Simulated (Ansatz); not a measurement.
Ideal-gas functions of C3H5Al (`C=[C]1[CH2][AlH]1`) at 298.15 K and 1 bar, from an Ansatz frequency run at PBE0-D4/def2-TZVP.

Molar mass 68.05 g/mol, point group C1 (symmetry number 1), electronic degeneracy 1, moments of inertia 35.643, 109.956, 141.636 u Å². Harmonic wavenumbers (cm⁻¹, unscaled): 139, 322, 368, 470, 500, 602, 640, 683, 875, 947, 954, 1016, 1112, 1387, 1436, 1703, 1962, 3040, 3097, 3127, 3192.

Use S(trans) = R[1.5 ln M + 2.5 ln T − 1.1517]; rotational temperatures θ = 24.2544 K / I; S(rot) = R[ln(√π/σ · √(T³/θAθBθC)) + 1.5]; for each mode x = 1.438777 ν̃/T, S = R[x/(eˣ − 1) − ln(1 − e⁻ˣ)] and H = RT x/(eˣ − 1); 1 cm⁻¹ = 0.0119627 kJ/mol; R = 8.31446 J/(mol·K).

**Question.** By hand: the entropy, in J/(mol·K).

**Answer.** Translation 161.5. Rotation: θ = 0.6805, 0.2206, 0.1712 K, giving 103.5. Vibration, mode by mode: 11.79, 5.44, 4.55, 3.09, 2.75, 1.87, 1.61, 1.37, 0.65, 0.48, 0.47, 0.37, 0.25, 0.08, 0.06, 0.02, 0.01, 0.00, 0.00, 0.00, 0.00, in all 34.9. Electronic 0.0. Sum 299.9 J/(mol·K).

**Question.** By hand: H − E and G − E in kJ/mol, counted from the electronic energy.

**Answer.** Zero-point energy ½ × 27572 × 0.0119627 = 164.9; thermal vibration 6.6; translation, rotation and pV give 4 RT = 9.9. H − E = 181.4 kJ/mol, and G − E = 181.4 − 298.15 × 299.9/1000 = 92.0 kJ/mol.

Vibration gives 12 % of the entropy, 11.8 J/(mol·K) of it from the mode under 150 cm⁻¹: soft modes count most, and the harmonic formula is weakest for them. The sum counts one conformer and one mirror image; others add a mixing term.
